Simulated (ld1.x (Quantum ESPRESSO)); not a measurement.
**Building the TM potential for Be (Z = 4) (LDA (PZ), scalar-relativistic).**

ld1.x (Quantum ESPRESSO) 7.5 input, shortened:

```
&input
   title='Be', zed=4., rel=1, dft='PZ', iswitch=3,
   config='[He] 2s2 2p0 3d-2'
 /
 &inputp
   pseudotype=2, tm=.true., lloc=0,
   nlcc=.false.
 /
3
2P  2  1   0.00   0.00  3.75  3.75  0.0
3D  3  2  -2.00   0.35  3.80  3.80  0.0
1S  1  0   2.00   0.00  0.45  0.45  0.0
 &test
   configts(1)='1s2 2s2 2p0'
 /
```

Occupied shells without a wave of their own: 2s. They enter only through the test configuration that unscreens the potential.

All-electron outer shells of the reference configuration (LDA (PZ), scalar-relativistic, ld1.x):

```csv
shell,level (eV),outermost node (bohr),outermost maximum (bohr)
1s,-104.93,–,0.27
2s,-5.61,0.60,2.04
2p,-2.10,–,2.28
```

Calculated quality:

```json
{"Cutoffs needed": "over 300 Ry and over 300 Ry (the cutoffs (Ry, on a coarse ladder) from which the occupation-weighted sum of valence levels, in a spherical-Bessel basis at the reference potential, stays within 10 and 1 mRy of its value at 400 Ry)", "Ghost test": "no extra level below or beside the all-electron valence levels (p, d, s, f tested) (spherical-Bessel basis up to 400 Ry, 20 bohr box)", "Largest excitation error": "+266 meV (all-electron minus pseudo) for 1s2 2s0 2p1, out of 7 test configurations"}
```

Generation and tests took about 0.93 s on one core of a shared server CPU.
